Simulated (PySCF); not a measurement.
Isomers of C3H12N2Si2, mass 132.054 u with the commonest isotopes. Computed with CAM-B3LYP/def2-SVPD in PySCF (dipole) on a GFN2-xTB geometry, gas phase. One conformer each, none proved a minimum here; rigid rotors.

**Question.** Order these by rotational constant C, smallest first.
A. `[CH3:1][N:2]1[SiH2:3][CH2:4][NH:5][Si@H:6]1[CH3:7]` with C1–N2–Si3–C4 -178°, N2–Si3–C4–N5 -9°, Si3–C4–N5–Si6 23°, C4–N5–Si6–C7 -143°
B. `[NH2:1][CH2:2][C@H:3]1[SiH2:4][CH2:5][NH:6][SiH2:7]1` with H–N1–C2–C3 -179° and 62°, N1–C2–C3–Si4 48°, C2–C3–Si4–C5 145°, C3–Si4–C5–N6 -6°, Si4–C5–N6–Si7 -12°, C5–N6–Si7–C3 24°
C. `[CH2:1]=[CH:2][SiH2:3][NH:4][SiH2:5][NH:6][CH3:7]` with C1–C2–Si3–N4 15°, C2–Si3–N4–Si5 -174°, Si3–N4–Si5–N6 176°, N4–Si5–N6–C7 177°
D. `[SiH3:1][NH:2][C@H:3]1[CH2:4][NH:5][CH2:6][SiH2:7]1` with Si1–N2–C3–C4 162°, N2–C3–C4–N5 80°, C3–C4–N5–C6 52°, C4–N5–C6–Si7 -37°, N5–C6–Si7–C3 13°

**Answer.** C (610.1 MHz), D (919.2 MHz), B (983.2 MHz), A (1103 MHz).

**Question.** Order these by rotational constant A, largest first.
A. `[SiH3:1][NH:2][C@H:3]1[CH2:4][NH:5][CH2:6][SiH2:7]1` with Si1–N2–C3–C4 162°, N2–C3–C4–N5 80°, C3–C4–N5–C6 52°, C4–N5–C6–Si7 -37°, N5–C6–Si7–C3 13°
B. `[CH2:1]=[CH:2][SiH2:3][NH:4][SiH2:5][NH:6][CH3:7]` with C1–C2–Si3–N4 15°, C2–Si3–N4–Si5 -174°, Si3–N4–Si5–N6 176°, N4–Si5–N6–C7 177°
C. `[CH3:1][N:2]1[SiH2:3][CH2:4][NH:5][CH2:6][SiH2:7]1` with C1–N2–Si3–C4 178°, N2–Si3–C4–N5 -24°, Si3–C4–N5–C6 67°, C4–N5–C6–Si7 -66°
D. `[CH3:1][N:2]1[SiH2:3][CH2:4][NH:5][Si@H:6]1[CH3:7]` with C1–N2–Si3–C4 -178°, N2–Si3–C4–N5 -9°, Si3–C4–N5–Si6 23°, C4–N5–Si6–C7 -143°
E. `[NH2:1][CH2:2][C@H:3]1[SiH2:4][CH2:5][NH:6][SiH2:7]1` with H–N1–C2–C3 -179° and 62°, N1–C2–C3–Si4 48°, C2–C3–Si4–C5 145°, C3–Si4–C5–N6 -6°, Si4–C5–N6–Si7 -12°, C5–N6–Si7–C3 24°

**Answer.** B (4387 MHz), A (3336 MHz), E (2734 MHz), D (2386 MHz), C (2292 MHz).

**Question.** Order these by rotational constant B, smallest first.
A. `[CH3:1][N:2]1[SiH2:3][CH2:4][NH:5][CH2:6][SiH2:7]1` with C1–N2–Si3–C4 178°, N2–Si3–C4–N5 -24°, Si3–C4–N5–C6 67°, C4–N5–C6–Si7 -66°
B. `[CH3:1][N:2]1[SiH2:3][CH2:4][NH:5][Si@H:6]1[CH3:7]` with C1–N2–Si3–C4 -178°, N2–Si3–C4–N5 -9°, Si3–C4–N5–Si6 23°, C4–N5–Si6–C7 -143°
C. `[NH2:1][CH2:2][C@H:3]1[SiH2:4][CH2:5][NH:6][SiH2:7]1` with H–N1–C2–C3 -179° and 62°, N1–C2–C3–Si4 48°, C2–C3–Si4–C5 145°, C3–Si4–C5–N6 -6°, Si4–C5–N6–Si7 -12°, C5–N6–Si7–C3 24°
D. `[CH2:1]=[CH:2][SiH2:3][NH:4][SiH2:5][NH:6][CH3:7]` with C1–C2–Si3–N4 15°, C2–Si3–N4–Si5 -174°, Si3–N4–Si5–N6 176°, N4–Si5–N6–C7 177°
E. `[SiH3:1][NH:2][C@H:3]1[CH2:4][NH:5][CH2:6][SiH2:7]1` with Si1–N2–C3–C4 162°, N2–C3–C4–N5 80°, C3–C4–N5–C6 52°, C4–N5–C6–Si7 -37°, N5–C6–Si7–C3 13°

**Answer.** D (692.1 MHz), E (1083 MHz), C (1404 MHz), B (1726 MHz), A (1806 MHz).

```json
{"SMILES": "CN1[SiH2]CN[Si@H]1C", "point group": "C1", "Ia (u·Å²)": "211.81", "Ib (u·Å²)": "292.85", "Ic (u·Å²)": "458.37", "κ": "-0.03", "μa (D)": "0.34", "μb (D)": "0.43", "μc (D)": "0.06"}
{"SMILES": "CN1[SiH2]CNC[SiH2]1", "point group": "Cs", "Ia (u·Å²)": "220.49", "Ib (u·Å²)": "279.86", "Ic (u·Å²)": "463.20", "κ": "0.19", "μa (D)": "0.66", "μb (D)": "0.00", "μc (D)": "0.01"}
{"SMILES": "C=C[SiH2]N[SiH2]NC", "point group": "C1", "Ia (u·Å²)": "115.20", "Ib (u·Å²)": "730.20", "Ic (u·Å²)": "828.37", "κ": "-0.96", "μa (D)": "0.34", "μb (D)": "1.44", "μc (D)": "0.15"}
{"SMILES": "[SiH3]N[C@H]1CNC[SiH2]1", "point group": "C1", "Ia (u·Å²)": "151.48", "Ib (u·Å²)": "466.67", "Ic (u·Å²)": "549.78", "κ": "-0.86", "μa (D)": "0.27", "μb (D)": "0.23", "μc (D)": "0.19"}
{"SMILES": "NC[C@H]1[SiH2]CN[SiH2]1", "point group": "C1", "Ia (u·Å²)": "184.82", "Ib (u·Å²)": "360.07", "Ic (u·Å²)": "514.01", "κ": "-0.52", "μa (D)": "0.53", "μb (D)": "0.67", "μc (D)": "0.40"}
```
